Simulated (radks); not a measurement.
Task: Numerical settings for neutral promethium, [Xe] 4f5 6s2. Calculated with a radial shooting solver on a logarithmic mesh with Libxc functionals: scalar-relativistic Kohn-Sham, r2SCAN, spin-unpolarised, spherical densities, finite nucleus; meta-GGA in the generalised Kohn-Sham scheme; Fermi nuclear charge, rms radius 4.962 fm. The defaults (mesh step 0.008 in ln r, mesh end at 40 bohr or more with all orbitals vanishing there, Anderson mixing 0.5 over 9 steps, residual threshold near 1e-9 with the energy settled to 1e-9 hartree or 1e-11 of itself, here a cap of 97 iterations) give E = -10021.049 hartree and 4f at -1.893 eV in 20 iterations. Run on one thread of a shared host, so times are rough (Arm Neoverse N1): 0.27 s of CPU time, 0.27 s wall, 20 iterations on 2440 mesh points. One setting is changed at a time: mesh step in ln r 0.005; mesh step in ln r 0.08; mesh step in ln r 0.2; mesh end (bohr) 12; mesh end (bohr) 3; residual threshold 1e-13; residual threshold 0.001; mixing 2.5; linear mixing, mixing 1; linear mixing, mixing 0.05; mixing history 2; iteration cap 3. Which runs fail to converge, and which converge to a wrong energy?

Result: Not converged within the cap: mesh step in ln r 0.08; mesh step in ln r 0.2; linear mixing, mixing 1; linear mixing, mixing 0.05; iteration cap 3. Settled on a wrong energy, with an occupied level pushed above zero by the early mesh end: mesh end (bohr) 3 (+4.24 hartree). Apart from these: no run marked as converged misses the energy by more than 1 mhartree.
